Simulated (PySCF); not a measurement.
**`InChI=1S/C4H4ClFO/c5-4(2-7)1-3(4)6/h1,7H,2H2/t4-/m1/s1`**

Molfile (atoms numbered from 1):
```
C4H4ClFO
     RDKit          3D

 11 11  0  0  0  0  0  0  0  0999 V2000
   -1.9563   -0.7696   -0.1152 O   0  0  0  0  0  0  0  0  0  0  0  0
   -1.1028    0.3280   -0.0873 C   0  0  0  0  0  0  0  0  0  0  0  0
    0.3267   -0.0458    0.2447 C   0  0  2  0  0  0  0  0  0  0  0  0
    0.3118   -0.8835    1.8815 Cl  0  0  0  0  0  0  0  0  0  0  0  0
    1.5402    0.7565   -0.1195 C   0  0  0  0  0  0  0  0  0  0  0  0
    1.3742   -0.4024   -0.6849 C   0  0  0  0  0  0  0  0  0  0  0  0
    1.8182   -1.3173   -1.4870 F   0  0  0  0  0  0  0  0  0  0  0  0
   -1.8494   -1.2228    0.7322 H   0  0  0  0  0  0  0  0  0  0  0  0
   -1.4286    1.1043    0.6350 H   0  0  0  0  0  0  0  0  0  0  0  0
   -1.1080    0.7840   -1.0901 H   0  0  0  0  0  0  0  0  0  0  0  0
    2.0836    1.6736    0.0870 H   0  0  0  0  0  0  0  0  0  0  0  0
  1  2  1  0
  2  3  1  0
  3  4  1  1
  3  5  1  0
  5  6  2  0
  6  7  1  0
  6  3  1  0
  1  8  1  0
  2  9  1  0
  2 10  1  0
  5 11  1  0
M  END
```

Level of theory: PySCF, TDDFT CAM-B3LYP/def2-SVPD excited states, vertical, gas phase. Geometry: PBE0-D3(BJ)/def2-SVP.

Question: Give the one- and two-photon strengths of the lowest singlets.

Answer: δ for parallel linear polarisation; σ at the peak of a Lorentzian of half width 0.1 eV, single beam; Ω is circular over linear.
```csv
state,E (eV),f,photon λ (nm),δ (au),σ (GM),Ω,main
S1,6.68,0.039,371,6.19,0.10,1.34,"HOMO→LUMO 0.76, HOMO−1→LUMO 0.15"
S2,6.84,0.023,362,8.9,0.15,0.61,"HOMO−1→LUMO 0.65, HOMO→LUMO 0.16"
S3,7.25,0.061,342,12,0.23,1.29,"HOMO→LUMO+1 0.31, HOMO−2→LUMO 0.28"
S4,7.30,0.013,340,10.3,0.20,0.89,HOMO→LUMO+1 0.48
S5,7.36,0.007,337,3.63,0.07,1.19,"HOMO−1→LUMO+2 0.28, HOMO−2→LUMO 0.22"
```

Among these, the strongest one-photon state is S3, the strongest two-photon state S3, with a dipole change of 1.2 D (relaxed, norm of the difference vector).
